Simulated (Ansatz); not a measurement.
Correlation energies of C$_{2}$H$_{8}$OSSi (`CO[SiH2]CS`) by basis set

```tsv
atom	x (Å)	y (Å)	z (Å)
C1	0.1008	1.3956	1.6884
O2	0.2639	0.7726	0.4364
Si3	0.0265	-0.8361	0.1917
C4	0.2030	-1.1089	-1.6441
S5	-0.9397	-0.0588	-2.5814
H6	-0.9103	1.2432	2.0834
H7	0.2655	2.4670	1.5628
H8	0.8230	1.0177	2.4209
H9	-1.3293	-1.2386	0.6563
H10	1.0455	-1.6242	0.9454
H11	1.2316	-0.9646	-1.9823
H12	-0.0768	-2.1404	-1.8753
H13	-0.7035	1.0755	-1.9023
```

Total charge 0; spin multiplicity 1. Geometry: relaxed with PBE0-D4/def2-TZVP. It is one conformer, not always the lowest. Frozen core, restricted reference, Ansatz 0.2.0. CBS rows extrapolate triple and quadruple zeta; past MP2 they add the triple-zeta difference.

```json
{"basis": "def2-SVP", "HF (Eh)": "-841.41454", "MP2 corr.": "-0.70033"}
{"basis": "def2-TZVPP", "HF (Eh)": "-841.84455", "MP2 corr.": "-0.88928"}
{"basis": "def2-QZVPP", "HF (Eh)": "-841.87284", "MP2 corr.": "-0.95601"}
```

Q: Estimate the CCSD correlation energy and the (T) correction in each basis where they were run (hartree).

A: 
```tsv
basis	CCSD corr.	(T)
def2-SVP	-0.76573	-0.02038
def2-TZVPP	-0.94794	-0.03712
CBS(def2)	-1.06410	as TZ
```
